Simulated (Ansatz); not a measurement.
Geometry optimisation, RKS BHLYP-D4/def2-SVP in Ansatz.

Input file:

```yaml
crystal:
  periodic: [false, false, false]
  atoms:
    - { symbol: Sn, position_ang: [-0.6711, -1.1685, -1.3364] }
    - { symbol: H, position_ang: [1.2576, -1.5938, -0.2691] }
    - { symbol: H, position_ang: [0.2487, -1.2116, -2.7699] }
    - { symbol: H, position_ang: [-1.2868, -2.5852, -0.6274] }
    - { symbol: H, position_ang: [-1.9637, -0.0882, -1.5954] }
    - { symbol: H, position_ang: [1.0726, -0.7735, 0.2373] }
    - { symbol: O, position_ang: [0.2481, 0.1946, 0.4058] }
    - { symbol: Si, position_ang: [0.2597, 1.5309, 1.2985] }
    - { symbol: H, position_ang: [0.3111, 2.6976, 0.4154] }
    - { symbol: H, position_ang: [-0.946, 1.5755, 2.1271] }
    - { symbol: H, position_ang: [1.4697, 1.4223, 2.1142] }
basis:
  gaussian: { orbitals: def2-SVP }
hamiltonian:
  xc: { name: BHLYP }
  dispersion: d4
relax:
  f_tol: 0.15
  max_steps: 25
  restrain:
    - { distance: [0, 6], at: 2.05, k: 30.0 }
    - { distance: [5, 1], at: 0.62, k: 30.0 }
    - { distance: [0, 1], at: 3.0, k: 30.0 }
    - { distance: [5, 6], at: 2.27, k: 30.0 }
output:
  orbitals: {}
```

Run as:

```bash
$ ansatz run input.yaml --threads 2 --pin off --max-ram 3072MiB --backend cpu --events-out ev --progress --plain --runs-dir out
```

Task: Where does it end, and by what steps?

Result: The run converged. The restraints hold the end off the free minimum. After 9 steps the energy has fallen by 1.783 eV (the restraints' own energy left out); H6 moved furthest, 0.96 Å. Joined: H2–H6 (0.98 → 0.70 Å).

```
step  energy less start (eV)  largest force component (eV/Å)  accepted
   0                  0.0000                           2.136       yes
   1                 -0.3580                           2.153       yes
   2                 -0.5206                           4.234       yes
   3                 -1.1250                           3.659       yes
   4                 -1.6345                           2.622       yes
   5                 -1.7212                           1.890       yes
   6                 -1.7701                           2.017       yes
   7                 -1.8213                           0.754        no
   8                 -1.7765                           1.879       yes
   9                 -1.7829                           1.988       yes
```

```xyz
11
Properties=species:S:1:pos:R:3
Sn -0.816 -0.830 -1.178
H 1.731 -2.128 -0.250
H 0.288 -0.810 -2.469
H -1.168 -2.385 -0.597
H -2.222 0.073 -1.516
H 1.608 -1.560 0.141
O 0.096 0.123 0.355
Si 0.112 1.537 1.176
H 0.188 2.705 0.258
H -1.109 1.705 2.007
H 1.293 1.569 2.071
```

Run time: 24 s on 2 threads of Intel(R) Xeon(R) Platinum 8488C (Sapphire Rapids), on a shared host, peak memory 0.23 GiB.
